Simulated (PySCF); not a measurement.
Bond curve of GeSb⁺

Set-up: Ge cc-pVDZ-PP with ECP10, Sb cc-pVDZ-PP with ECP28; scalar-relativistic core potentials (PySCF 2.14). Energies in eV from Ge⁺ + Sb in their ground configurations at the same level. All curves are PBE0. state 1: ³Σ⁻ (triplet), unpaired electrons π ↑↑; state 2: Ms = 0 determinant of mixed spin (⟨S²⟩ near 1.0), unpaired electrons π ↑↓, a mixture of terms (⟨Lz²⟩ = 2.0), a second solution, started from another occupation; state 3: ³Π (triplet), unpaired electrons σ ↑, π ↑, a second solution, started from another occupation; state 4: Ms = 0 determinant of mixed spin (⟨S²⟩ near 1.0), unpaired electrons σ ↓, π ↑, a second solution, started from another occupation.

| R (Å) | state 1 | state 2 | state 3 | state 4 |
| --- | --- | --- | --- | --- |
| 2.248 | -1.711 | -1.449 | -1.725 | -1.527 |
| 2.353 | -2.255 | -2.000 | -1.996 | -1.793 |
| 2.457 | -2.548 | -2.299 | -2.070 | -1.863 |
| 2.536 | -2.649 | -2.403 | -2.040 | -1.830 |
| 2.614 | -2.674 | -2.430 | -1.968 | -1.755 |
| 2.692 | -2.642 | -2.398 | -1.880 | -1.661 |
| 2.797 | -2.533 | -2.289 | -1.754 | -1.526 |
| 2.928 | -2.327 | -2.081 | -1.600 | -1.359 |
| 3.084 | -2.026 | -1.771 | -1.429 | -1.174 |
| 3.294 | -1.603 | -1.320 | -1.230 | -0.959 |

Question: Put a parabola through the three lowest points of the state 1 curve and estimate Re, k and ωe (reduced mass 45.87 u; 1 eV/Å² = 0.16022 mdyn/Å; ωe = 1302.8·√(k/μ) cm⁻¹).

Answer: Through R = 2.536, 2.614, 2.692 Å the second-order coefficient is 4.68 eV/Å², so Re ≈ 2.609 Å, k ≈ 1.50 mdyn/Å and ωe ≈ 236 cm⁻¹. A polynomial fit of higher order to the unrounded PBE0 energies gives Re = 2.605 Å, k = 1.54 mdyn/Å, ωe = 239 cm⁻¹; anharmonicity and rounding make the difference.

The higher-order fit for each curve: state 1: Re = 2.605 Å, ωe = 239 cm⁻¹, De = 2.67 eV; state 2: Re = 2.608 Å, ωe = 240 cm⁻¹, minimum 2.43 eV below the ground-state fragments. State 3 gave no clean fit. State 4 gave no clean fit.

Closed-shell solutions of metal pairs were not tested for spin polarisation, which can lower them a little. ⟨S²⟩ of the unrestricted solution departs from its pure value on part of the curve, where spin states mix. Spin–orbit coupling is left out, which matters for elements this heavy, above all for dissociation energies. For an ion De counts to the pair picked by the measured ionisation energies or electron affinities, which need not be the lowest pair at this level. The state is the lowest determinant that a PBE0 search found; another state may lie lower at other levels.
